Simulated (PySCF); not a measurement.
Match the calculated data to a structure.

All candidates are C7H11NS.

| technique | computed result |
| --- | --- |
| Dipole | 4.37 D [PBE0/pcSseg-1] |
| 13C NMR | chemical shifts (computed TMS as zero) by class: 206.8 (1 C), 154.0 (1 C), 142.3 (1 C), 125.9 (1 C), 125.9 (1 C), 51.1 (1 C), 33.8 (1 C) ppm [GIAO PBE0/pcSseg-1] |
| NMR, other nuclei | isotropic shieldings of nuclei other than C and H, by class: 93 (1 N), 183 (1 S) ppm [GIAO PBE0/pcSseg-1] |
| Rotational structure | rotational constants A, B, C: 2.272, 0.812, 0.758 GHz [GFN2-xTB] |
| 1H NMR | chemical shifts (computed TMS as zero) by class: 6.50 (1 H), 6.17 (1 H), 5.74 (1 H), 5.51 (1 H), 5.46 (1 H), 5.40 (1 H), 4.96 (2 H), 2.53 (3 H) ppm [GIAO PBE0/pcSseg-1] |

Electronic properties: PySCF, gas phase, density fitting. Levels stand in brackets. Isolated species at its GFN2-xTB geometry (one conformer only). NMR values are class means; diastereotopic atoms form classes of their own.

Question: Which candidate is it?
A. `CCc1sccc1NC`
B. `CC(C)(C)c1ccsn1`
C. `CCNCc1cccs1`
D. `S=C=NC1CCCCC1`
E. `C=CC(=C)CNC(C)=S`

Answer: E. It is `C=CC(=C)CNC(C)=S`. Numbering: `[CH2:1]=[CH:2][C:3](=[CH2:4])[CH2:5][NH:6][C:7]([CH3:8])=[S:9]`. Its formula, C7H11NS, gives 3 degrees of unsaturation: 0 rings and 3 π bonds in the structure found. 7 carbons fall into 7 classes; from least to most shielded: thiocarbonyl carbon [C7] (206.8 ppm), fully substituted alkene carbon [C3] (154.0 ppm), alkene CH carbon [C2] (142.3 ppm), terminal =CH2 carbon [C1] (125.9 ppm), terminal =CH2 carbon [C4] (125.9 ppm), sp3 carbon bound to nitrogen [C5] (51.1 ppm), methyl carbon [C8] (33.8 ppm). Hydrogen classes from least to most shielded: 1 H on an alkene CH carbon, C2 (6.50 ppm), 1 H on a terminal =CH2 carbon, C1 (6.17 ppm), 1 H on a nitrogen bound to a thiocarbonyl carbon, N6 (5.74 ppm), 1 H on a terminal =CH2 carbon, C1 (5.51 ppm), 1 H on a terminal =CH2 carbon, C4 (5.46 ppm), 1 H on a terminal =CH2 carbon, C4 (5.40 ppm), 2 H on an sp3 carbon bound to nitrogen, C5 (4.96 ppm, a mean of values up to 2.8 ppm apart in this geometry), 3 H on a methyl carbon, C8 (2.53 ppm, a mean of values up to 0.6 ppm apart in this geometry). The other shieldings belong to: 93 ppm, nitrogen bound to a thiocarbonyl carbon [N6]; 183 ppm, thiocarbonyl sulfur [S9]. The optimised geometry has point group C1 and is an asymmetric top.

The others, at the same levels:
- `CC(C)(C)c1ccsn1` fails: it has 5 carbon classes against 7; its computed 13C shifts are 182.4 (1 C), 158.8 (1 C), 124.8 (1 C), 38.6 (1 C), 32.0 (3 C) ppm, 1H shifts are 8.50 (1 H), 7.40 (1 H), 1.42 (9 H) ppm and rotational constant A is 2.831 GHz (against 2.272 GHz).
- `CCNCc1cccs1` fails: its computed 13C shifts are 156.5 (1 C), 133.2 (1 C), 130.8 (1 C), 130.6 (1 C), 52.9 (1 C), 45.7 (1 C), 18.0 (1 C) ppm, 1H shifts are 7.13 (1 H), 7.03 (1 H), 6.95 (1 H), 4.08 (2 H), 2.43 (2 H), 1.11 (3 H), -0.19 (1 H) ppm and rotational constant A is 2.685 GHz (against 2.272 GHz).
- `CCc1sccc1NC` fails: its computed 13C shifts are 148.7 (1 C), 129.3 (1 C), 123.4 (1 C), 120.2 (1 C), 34.9 (1 C), 24.8 (1 C), 16.8 (1 C) ppm, 1H shifts are 6.88 (1 H), 6.71 (1 H), 3.05 (3 H), 2.73 (1 H), 2.56 (2 H), 1.10 (3 H) ppm and rotational constant A is 1.660 GHz (against 2.272 GHz).
- `S=C=NC1CCCCC1` fails: it has 5 carbon classes against 7; its computed 13C shifts are 149.6 (1 C), 52.9 (1 C), 37.1 (2 C), 29.7 (1 C), 23.8 (2 C) ppm, 1H shifts are 3.20 (1 H), 2.00 (2 H), 1.81 (1 H), 1.80 (2 H), 1.61 (2 H), 1.48 (2 H), 1.16 (1 H) ppm and smallest rotational constant is 0.854 GHz (against 0.758 GHz).

Each candidate is one conformer, not necessarily the lowest. Dipoles, sizes and rotational constants follow the conformer. The torsions of the flexible species, by atom-mapped SMILES:
- `[CH2:1]=[CH:2][C:3](=[CH2:4])[CH2:5][NH:6][C:7]([CH3:8])=[S:9]`: C1–C2–C3–C4 174°, C2–C3–C5–N6 -66°, C3–C5–N6–C7 130°, C5–N6–C7–C8 -178°
- `[CH3:1][C:2]([CH3:3])([CH3:4])[c:5]1[cH:6][cH:7][s:8][n:9]1`: C1–C2–C5–C6 60°
- `[CH3:1][CH2:2][NH:3][CH2:4][c:5]1[cH:6][cH:7][cH:8][s:9]1`: C1–C2–N3–C4 -179°, C2–N3–C4–C5 -64°, N3–C4–C5–C6 101°
- `[CH3:1][CH2:2][c:3]1[s:4][cH:5][cH:6][c:7]1[NH:8][CH3:9]`: C1–C2–C3–S4 -100°, C6–C7–N8–C9 -26°

The conformers of `S=C=NC1CCCCC1` aren't listed.
